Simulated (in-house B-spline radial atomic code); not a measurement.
# Ga+: [Ar] 3d10 4s2

Method: non-relativistic BLYP, spin-polarised, spherical fractional occupations, point nucleus. Calculated with an all-electron radial atomic-structure program (B-spline basis).

Effective charges: Z_r = [3n² - l(l+1)]/(2<r>) from the radius, Z_e = n√(-2ε) from the energy, and Slater's rules. Values are occupation-weighted means over spin.

```json
{"shell": "1s", "electrons": "2", "ε (eV)": "-10103", "<r> (bohr)": "0.04943", "Z_r": "30.35", "Z_e": "27.25", "Slater": "30.70"}
{"shell": "2s", "electrons": "2", "ε (eV)": "-1240.6", "<r> (bohr)": "0.2216", "Z_r": "27.08", "Z_e": "19.10", "Slater": "26.85"}
{"shell": "2p", "electrons": "6", "ε (eV)": "-1100.3", "<r> (bohr)": "0.1922", "Z_r": "26.02", "Z_e": "17.99", "Slater": "26.85"}
{"shell": "3s", "electrons": "2", "ε (eV)": "-151.27", "<r> (bohr)": "0.6627", "Z_r": "20.37", "Z_e": "10.00", "Slater": "19.75"}
{"shell": "3p", "electrons": "6", "ε (eV)": "-105.8", "<r> (bohr)": "0.684", "Z_r": "18.28", "Z_e": "8.37", "Slater": "19.75"}
{"shell": "3d", "electrons": "10", "ε (eV)": "-27.932", "<r> (bohr)": "0.8037", "Z_r": "13.06", "Z_e": "4.30", "Slater": "9.85"}
{"shell": "4s", "electrons": "2", "ε (eV)": "-16.072", "<r> (bohr)": "2.251", "Z_r": "10.66", "Z_e": "4.35", "Slater": "5.35"}
```

The least bound orbital is 4s at -16.07 eV, and it is also the most diffuse (<r> = 2.251 bohr).

The density falls to 0.001 bohr⁻³ at 3.775 bohr; Σ<r²> = 24.812 bohr² gives, by the non-relativistic formula and without the paramagnetism of open shells, a Langevin diamagnetic susceptibility of -19.65×10⁻⁶ cm³/mol.
